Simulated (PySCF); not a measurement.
**Where the electron goes**

C4H10O2Si.
Atom-mapped SMILES: `[CH3:1][CH:2]([CH3:3])[O:4][C:5](=[O:6])[SiH3:7]` (hydrogens: H8, H9, H10 on C1; H11 on C2; H12, H13, H14 on C3; H15, H16, H17 on Si7)

Geometry (GFN2-xTB, Å), atoms numbered from 1 in this order:
```xyz
17
C4H10O2Si angstrom
C     -1.3858   -1.5578   -0.5681
C     -0.9902   -0.3368    0.2481
C     -1.6886    0.9297   -0.2335
O      0.4365   -0.1777    0.1162
C      1.0995    0.4422    1.0910
O      0.5812    0.8762    2.0919
Si     2.9698    0.5289    0.6836
H     -1.1537   -1.3910   -1.6171
H     -0.8416   -2.4346   -0.2265
H     -2.4516   -1.7407   -0.4636
H     -1.2075   -0.4935    1.3129
H     -2.7644    0.8201   -0.1299
H     -1.4461    1.1136   -1.2780
H     -1.3652    1.7812    0.3604
H      3.1378    0.0435   -0.6825
H      3.6748   -0.3125    1.6490
H      3.3881    1.9211    0.8295
```

Theory: TDDFT PBE0/def2-SVPD, vertical, gas phase, core orbitals frozen in the response (PySCF). GFN2-xTB frequencies show an imaginary mode (34i cm⁻¹), so this geometry is no minimum at that level.

Kohn–Sham orbitals with the atoms that hold most of them (Löwdin shares over 4%, at most four atoms; ? is withheld):

```json
{"orbital": "HOMO-3", "ε (eV)": "-9.93", "atoms": "Si7 30%, H17 26%, O6 8%, H16 7%"}
{"orbital": "HOMO-2", "ε (eV)": "-9.50", "atoms": "O4 26%, C2 18%, H11 10%, C1 8%"}
{"orbital": "HOMO-1", "ε (eV)": "-8.81", "atoms": "?"}
{"orbital": "HOMO", "ε (eV)": "?", "atoms": "O6 56%, C5 14%, Si7 12%, O4 8%"}
{"orbital": "LUMO", "ε (eV)": "-0.60", "atoms": "?"}
{"orbital": "LUMO+1", "ε (eV)": "0.43", "atoms": "Si7 31%, C5 10%, H16 7%, H17 7%"}
{"orbital": "LUMO+2", "ε (eV)": "0.70", "atoms": "Si7 47%, H17 11%, H16 11%, H15 10%"}
```

(1) Which atoms hold the LUMO, and with what shares?

(2) Which atoms hold the HOMO-1, and with what shares?

(3) What is the HOMO energy, and the HOMO–LUMO gap?

Results:

(1) C5 (bonded to 2 O and Si) 33%; O6 (bonded to C) 24%; Si7 (bonded to C and 3 H) 16%; O4 (bonded to 2 C) 15%. By element: oxygen 39%, carbon 33% or more, silicon 16%.

(2) O4 (bonded to 2 C) 38%; O6 (bonded to C) 25%; C3 (bonded to C and 3 H) 10%; C2 (bonded to 2 C, O and H) 10%. By element: oxygen 63%, carbon 20% or more.

(3) ε(HOMO) = -7.68 eV; the gap is 7.08 eV (0.2604 hartree).

Problem. The HOMO–LUMO gap is 7.08 eV. Where does the response calculation put the lowest singlet, and from which orbitals?

Solution. S1 is at 5.05 eV (f = 0.0028), 2.03 eV below the gap, made of HOMO→LUMO (97%). 

Problem. Give energy, strength and leading configuration of S1, S2, S3 and S4, and follow the Löwdin shares of the leading atoms from the occupied to the empty orbital.

Solution. 
- S1 (5.05 eV, f 0.0028), HOMO→LUMO (97%): O6 56% → 24%, C5 14% → 33%; low, almost dark, from the terminal oxygen into the C=O bond, the pattern of n→π*
- S2 (7.00 eV, f 0.0044), HOMO→LUMO+1 (91%): O6 56% → at most 7%, C5 14% → 10%, Si7 12% → 31%
- S3 (7.21 eV, f 0.056), HOMO-1→LUMO (70%): O4 38% → 15%, O6 25% → 24%, C5 at most 10% → 33%
- S4 (7.36 eV, f 0.0034), HOMO-2→LUMO (85%): O4 26% → 15%, C2 18% → at most 12%, C5 at most 9% → 33%, O6 at most 9% → 24%

Löwdin shares depend on the basis, the more so with diffuse functions.

One conformer stands for the species.
